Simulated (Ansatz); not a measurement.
Ta₅⁺. Total charge 1; triplet. Geometry PBE-D4/def2-SVP; atoms count from 1.

```xyz
5

Ta   -1.343    0.781    0.056
Ta    0.286    0.633   -1.945
Ta    0.020   -1.479   -0.478
Ta    1.324    0.698    0.422
Ta   -0.286   -0.633    1.945
```

In the def2 sets Ta takes a core potential; there is no spin–orbit coupling. The charge 1 triplet is spin-contaminated (final ⟨S²⟩ up to 2.16, 2.00 for a pure state). The structure comes from a short search, and lower isomers may exist.

(1) Estimate the Mulliken populations from the PBE0/def2-TZVP orbitals of Ansatz.

(2) Where does the spin sit?

(3) And the Mayer bond orders between bonded heavy atoms (over 0.3)?

Answers

(1) 
```csv
atom,charge (e),spin (α − β),d electrons
Ta1,0.17,-0.13,3.60
Ta2,0.25,1.19,3.44
Ta3,0.17,-0.13,3.60
Ta4,0.17,-0.13,3.60
Ta5,0.25,1.19,3.44
```
Mulliken values and Mayer orders depend strongly on the basis.

(2) Summed by element: Ta 2.00, of 2 unpaired in all. Largest on single atoms: Ta2 1.19, Ta5 1.19, Ta4 -0.13.

(3) Ta1–Ta2 1.59 (2.59 Å); Ta1–Ta3 1.31 (2.69 Å); Ta1–Ta4 1.31 (2.69 Å); Ta1–Ta5 1.59 (2.59 Å); Ta2–Ta3 1.59 (2.59 Å); Ta2–Ta4 1.59 (2.59 Å); Ta2–Ta5 0.32 (4.13 Å); Ta3–Ta4 1.31 (2.69 Å); Ta3–Ta5 1.59 (2.59 Å); Ta4–Ta5 1.59 (2.59 Å).
